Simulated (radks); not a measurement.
Spherical quantum dot in the effective-mass picture: electrons in a parabolic well V = omega^2 r^2 / 2 with omega = 0.105, with a point charge +1 (a donor) at the centre, all in effective atomic units (hartree* = m*/eps^2 hartree, bohr* = eps/m* bohr), one dielectric constant everywhere. Calculated with a radial shooting solver with Libxc functionals: non-relativistic Kohn-Sham, LDA (Slater exchange, Perdew-Wang correlation), spin-polarised, spherical densities. Levels are named by radial order and angular momentum (1s, 1p, 1d, 2s, ...), and open shells are averaged over m.

N = 10, configuration 1s2 1p6 2s2. This is the lowest configuration that the search found. Occupied and some empty levels:

level,occupation,eigenvalue (hartree*),<r> (bohr*)
1s,2,1.2955,3.902
1p,6,1.3522,7.281
2s,2,1.3617,5.905
1d,0,1.3953,7.928
1f,0,1.4475,8.474
2p,0,1.4889,7.301
1g,0,1.5072,8.970

Energy (hartree*): total 6.70576, kinetic 1.0267, external -0.038003, Hartree 7.1535, exchange-correlation -1.4364. Static polarisability (adiabatic kernel): 784.6 bohr*^3, against N/omega^2 = 907.0 from the generalised Kohn theorem, which the central charge breaks.

Electron density:

r (bohr*),n(r) (e/bohr*^3)
0.623,0.1078
1.32,0.03321
2.01,0.01219
2.70,0.005456
3.40,0.003230
4.09,0.002647
4.78,0.002675
5.48,0.002848
6.17,0.002912
6.87,0.002742
7.56,0.002333
8.25,0.001773
8.95,0.001194
9.64,0.0007099
10.3,0.0003720
11.0,0.0001696
11.7,0.00006886
12.4,0.00002467
13.1,7.688e-06
13.8,2.167e-06
